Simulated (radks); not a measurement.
Question: Neutral samarium: order these configurations by energy. Method: scalar-relativistic Kohn-Sham, r2SCAN, spin-polarised, spherical densities, finite nucleus; meta-GGA in the generalised Kohn-Sham scheme; Fermi nuclear charge, rms radius of each element as measured or else 0.836 A^(1/3) + 0.57 fm; computed with a radial shooting solver on a logarithmic mesh with Libxc functionals. Open shells are filled with parallel spins first. [Xe] 4f5 5d1 6s2; [Xe] 4f5 6s2 6p1; [Xe] 4f6 5d1 6s1; [Xe] 4f6 6s1 6p1; [Xe] 4f6 6s2.

Answer: From the lowest, in eV above it: [Xe] 4f6 6s2 0.000; [Xe] 4f6 5d1 6s1 1.041; [Xe] 4f6 6s1 6p1 1.426; [Xe] 4f5 5d1 6s2 4.252; [Xe] 4f5 6s2 6p1 6.432.
